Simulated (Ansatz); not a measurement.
Start from `[F][GaH][GaH2]` and change one atom or group to get `[F][GaH][SeH]`.

Ansatz, PBE0-D4/def2-TZVP geometries, multiplicity 1. Each molecule was computed in one conformer, which needn't be the lowest.

Scalar relativity is left out up to krypton.

| property | `[F][GaH][GaH2]` |
| --- | --- |
| zero-point energy (PBE0-D4/def2-TZVP) / kJ/mol | 57.6 |
| size of the dipole moment (PBE/def2-TZVPP) / D | 2.26 |
| HOMO energy (ωB97M-V/def2-TZVPP) / eV | -9.46 |
| HOMO–LUMO gap (PBE0/def2-TZVPP) / eV | 5.04 |
| LUMO energy (PBE0/def2-TZVPP) / eV | -2.40 |
| HOMO energy (B3LYP/def2-TZVPP) / eV | -7.27 |

Question: What does the change do to each property? (An estimate is asked.)

Answer: Ansatz gave: 
```json
{"property": "zero-point energy (PBE0-D4/def2-TZVP) / kJ/mol", "`[F][GaH][SeH]`": "45.0", "shift": "-12.6"}
{"property": "size of the dipole moment (PBE/def2-TZVPP) / D", "`[F][GaH][SeH]`": "2.37", "shift": "0.11"}
{"property": "HOMO energy (ωB97M-V/def2-TZVPP) / eV", "`[F][GaH][SeH]`": "-9.81", "shift": "-0.35"}
{"property": "HOMO–LUMO gap (PBE0/def2-TZVPP) / eV", "`[F][GaH][SeH]`": "6.36", "shift": "1.32"}
{"property": "LUMO energy (PBE0/def2-TZVPP) / eV", "`[F][GaH][SeH]`": "-1.32", "shift": "1.08"}
{"property": "HOMO energy (B3LYP/def2-TZVPP) / eV", "`[F][GaH][SeH]`": "-7.45", "shift": "-0.18"}
```

With PBE0 the HOMO falls by 0.24 eV and the LUMO rises by 1.08 eV, so the gap widens by about 1.32 eV. PBE moves the HOMO by -0.20 eV and ωB97M-V by -0.35 eV. The zero-point energy changes by -12.6 kJ/mol with -3 modes. Dipoles are sizes alone; their direction can turn.

B3LYP here is the variant with VWN-RPA as its local correlation; programs differ in this.

Spin–orbit coupling is left out; it splits and shifts lone-pair levels of the heavy atoms by tenths of an eV.
